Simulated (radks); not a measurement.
Values are calculated unless marked as measured or tabulated.
Valence configurations of Al II (all share [Ne]). Level of theory: scalar-relativistic Kohn-Sham, PBE, spin-polarised, spherical densities, point nucleus; open shells are filled with parallel spins first (a radial shooting solver on a logarithmic mesh with Libxc functionals). Order these by energy: 3s0.5 3p1.5; 3s1.5 3p0.5; 3s1 3p1; 3p2; 3s2.

Answer. From the lowest, in eV above it: 3s2 0.000; 3s1.5 3p0.5 2.595; 3s1 3p1 4.656; 3s0.5 3p1.5 7.646; 3p2 10.645. NIST lists [Ne] 3s2 as the ground configuration; this level of theory agrees among the configurations tried. The energies are those of spherical high-spin densities, not of single terms.
